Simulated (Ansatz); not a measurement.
A nudged elastic band was laid between two geometries of CH2ISi (5 atoms, charge -1, multiplicity 1).

All numbers below come from RKS revPBE-D4/def2-SVP (Ansatz).

```yaml
movable_images: 5
climbing_image: yes
spring: 5.0 eV/Å²
optimiser: quadratic models (default)
start_path: IDPP
force_threshold: 0.03 eV/Å
iteration_limit: 60
end_points: relaxed
```

Image 0:

```xyz
5
Properties=species:S:1:pos:R:3
C -1.372 -0.292 -0.456
Si 0.229 0.135 0.049
I 1.624 -1.721 1.198
H -1.791 0.650 -0.923
H 1.310 1.229 0.132
```

Image 6:

```xyz
5
Properties=species:S:1:pos:R:3
C -1.052 0.831 -0.686
Si 0.310 0.150 0.076
I 1.179 -2.215 1.177
H -1.997 0.276 -0.886
H 1.561 0.959 0.318
```

Problem. Which bonds break or form, and what moves?

Solution. No bond is made or broken. The dihedral H4–C1–Si2–I3 changes from -180 to 0° by way of a nearly straight angle H4–C1–Si2 (up to 178°), not by a turn about the bond.

Problem. What energy profile does the band end with?

Solution. It converged. The highest image is number 2 of 0 to 6, 0.156 eV above the first end and 0.582 eV above the last; the last end lies 0.425 eV below the first. A vibrational analysis at the climbing image gives 2 clearly imaginary modes (467i, 197i cm⁻¹): a point of higher order, so a lower path passes nearby. Limits of this set-up: an anion without diffuse functions, the dipole of an ion depends on the origin.

| image | path coordinate (Å) | energy (eV) | angle H4–C1–Si2 (°) |
| --- | --- | --- | --- |
| 0 | 0.00 | 0.000 | 105 |
| 1 | 0.33 | 0.053 | 124 |
| 2 | 0.65 | 0.156 | 153 |
| 3 | 0.89 | 0.046 | 178 |
| 4 | 1.13 | -0.221 | 158 |
| 5 | 1.37 | -0.401 | 135 |
| 6 | 1.61 | -0.425 | 124 |

Problem. What is the geometry of the highest image?

Solution. 
```xyz
5
Properties=species:S:1:pos:R:3
C -1.214 0.147 -0.533
Si 0.318 0.187 0.069
I 1.436 -1.976 1.204
H -2.084 0.594 -1.023
H 1.544 1.048 0.283
```

Time of the run: 68 s on 1 thread of Arm Neoverse V1, on a shared host, peak memory 0.24 GiB.
